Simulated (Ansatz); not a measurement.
SnSiH$_{8}$O, closed shell: at the start structure of a reaction step.

Input (in.yaml):

```yaml
crystal:
  periodic: [false, false, false]
  atoms:
    - {symbol: Sn, position_ang: [-1.317098, -0.856229, -0.269304]}
    - {symbol: Si, position_ang: [-0.293882, 1.454947, 0.129110]}
    - {symbol: H, position_ang: [-1.019435, -1.898232, 1.048163]}
    - {symbol: H, position_ang: [-3.019910, -0.738349, -0.445798]}
    - {symbol: H, position_ang: [-0.710813, -1.563022, -1.698157]}
    - {symbol: H, position_ang: [2.482013, -0.524765, -0.506619]}
    - {symbol: O, position_ang: [1.861114, -0.903002, 0.120628]}
    - {symbol: H, position_ang: [0.387387, 1.507769, 1.450844]}
    - {symbol: H, position_ang: [0.701864, 1.780201, -0.927577]}
    - {symbol: H, position_ang: [-1.332546, 2.522445, 0.113861]}
    - {symbol: H, position_ang: [2.261408, -0.781763, 0.984948]}
basis:
  gaussian: {orbitals: def2-SVP}
hamiltonian: {xc: pbe, dispersion: d4}
```

Run by:

```bash
ansatz run in.yaml --threads 4 --pin off --events-out ev --progress --plain --max-ram 9574MiB
```

Output of Ansatz 0.2.0:

```
Functional definition: PBE
  name "PBE"
  cite "Perdew, Burke & Ernzerhof, Phys. Rev. Lett. 77, 3865 (1996) doi:10.1103/PhysRevLett.77.3865"
  parent pbe
  parameter kappa = 0.804
  parameter beta = 0.06672455060314922
  exchange = pbe_x(kappa = kappa, mu = beta*pi^2/3)
  correlation = pbe_c(beta = beta)
1094 factors; their error is unknown
mean field evaluation 1: about -15869.3087 eV, gradient 5.2e1 eV
mean field evaluation 2: about -15854.5131 eV, gradient 1.0e2 eV
mean field evaluation 4: about -15874.4959 eV, gradient 3.2e0 eV
mean field evaluation 8: about -15874.5345 eV, gradient 3.2e-2 eV
mean field evaluation 16: about -15874.4907 eV, gradient 1.3e-5 eV
mean field -15874.49073509 eV, -583.3767743984 hartree, gradient 1.3e-5 eV, S^2 0.000000; 0 other end points of the search recorded, 0 dependent functions left out
reference -15874.49077889 eV, -583.3767760078 hartree; 26, 26 occupied and 72, 72 virtual orbitals, 1094 factors
Total energy: -15874.69372644 eV, -583.3842341929 hartree
```

The lines “mean field evaluation” count trial sets of orbitals through the whole run, from several starts and some on an approximate energy, so they need not fall steadily or lie above the final value.

Hardware: 4 CPU threads of an Arm Neoverse V1, shared host. Wall time about 0.75 s.
